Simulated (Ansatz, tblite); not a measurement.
Removing an electron: Sn6. The state is a singlet with charge 0. Geometry: PBE-D4/def2-SVP. Ansatz, gas phase; energy differences of separate SCF runs; the oxidised species was run as a doublet alone.

```tsv
atom	x (Å)	y (Å)	z (Å)
Sn1	0.1145	-1.7067	-0.1337
Sn2	0.2990	0.2044	-2.3513
Sn3	2.3547	0.1336	0.3110
Sn4	-0.1143	1.7067	0.1341
Sn5	-2.3545	-0.1332	-0.3116
Sn6	-0.2995	-0.2047	2.3514
```

In the def2 sets Sn takes a core potential; there is no spin–orbit coupling. The xTB rows come from tblite. HOMO above LUMO, or a gap near zero within one spin, warns that the state may not be the lowest or that an electron is smeared out.

**Question.** Estimate orbital energies and vertical ionisation energies at: GFN1-xTB; GFN2-xTB; PBE-D4/def2-TZVP; revPBE-D4/def2-TZVP; PBE0-D4/def2-TZVP.

**Answer.** 
| level | −HOMO (eV) | vertical IE (eV) | −LUMO (eV) | HOMO–LUMO gap (eV) | remarks |
| --- | --- | --- | --- | --- | --- |
| GFN1-xTB | 9.13 | 11.48 | 7.93 | 1.20 | – |
| GFN2-xTB | 9.66 | 12.07 | 8.35 | 1.31 | – |
| PBE-D4/def2-TZVP | 5.00 | 6.96 | 3.40 | 1.60 | gap within one spin near zero (+1 doublet) |
| revPBE-D4/def2-TZVP | 4.94 | 6.89 | 3.32 | 1.61 | gap within one spin near zero (+1 doublet) |
| PBE0-D4/def2-TZVP | 5.73 | 7.08 | 2.90 | 2.83 | – |

  Raw xTB energy differences between charge states are shifted by several eV; the methods need an empirical correction for them.
